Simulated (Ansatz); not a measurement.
Total energies of CH₂O₂Te, SMILES `O=C(O)[TeH]`.

```
atom   x (Å)   y (Å)   z (Å)
  O1   0.916   0.638   0.801
  C2   0.251  -0.080   0.123
  O3   0.554  -1.352  -0.172
 Te4  -1.598   0.409  -0.823
  H5   1.396  -1.554   0.267
  H6  -1.520   1.939  -0.197
```

Charge 0, multiplicity 1. Correlated methods include outer-core shells of Te, which these sets cover unevenly. Te: def2 effective core potential. The structure was optimised at the PBE0-D4/def2-TZVP level. It is one conformer, not always the lowest. Basis def2-TZVPP, the Gaussian-basis code of Ansatz.

RPA on PBE orbitals: Hartree–Fock energy of these orbitals -455.78501 Eh, correlation -1.54279 Eh (frozen core).

| functional | energy without D4 (Eh) | D4 term (kJ/mol) |
| --- | --- | --- |
| r2SCAN0 | -457.81883 | -3.3 |
| HSE06 (plane-wave form) | -457.66491 | -9.7 |

Q: Give the same for LDA (SPW92), PBE, revPBE, BLYP, r2SCAN, B97M-V, PBE0, B3LYP, r2SCANh, BHLYP, CAM-B3LYP, LC-ωPBE, ωB97X-V, ωB97M-V, B2PLYP, PBE-QIDH. (Estimate.)

A: Ansatz gave: 
```csv
functional,energy without D4 (Eh),D4 term (kJ/mol)
LDA (SPW92),-456.06827,–
PBE,-457.66639,-12.4
revPBE,-457.86244,-37.6
BLYP,-457.79027,-27.7
r2SCAN,-457.88198,-2.7
B97M-V,-457.81306,–
PBE0,-457.67496,-10.3
B3LYP,-457.95853,-20.4
r2SCANh,-457.85619,-2.9
BHLYP,-457.70655,-16.2
CAM-B3LYP,-457.79676,-10.6
LC-ωPBE,-457.78253,–
ωB97X-V,-457.78715,–
ωB97M-V,-457.78425,–
B2PLYP,-457.56490,–
PBE-QIDH,-457.48010,–
```

B3LYP takes the VWN-RPA correlation (the form of Gaussian; ORCA's B3LYP/G). HSE06 is the plane-wave form, built on full-range PBE exchange. The double hybrids freeze the cores in their second-order part.

LC-ωPBE has ω = 0.4 bohr⁻¹.
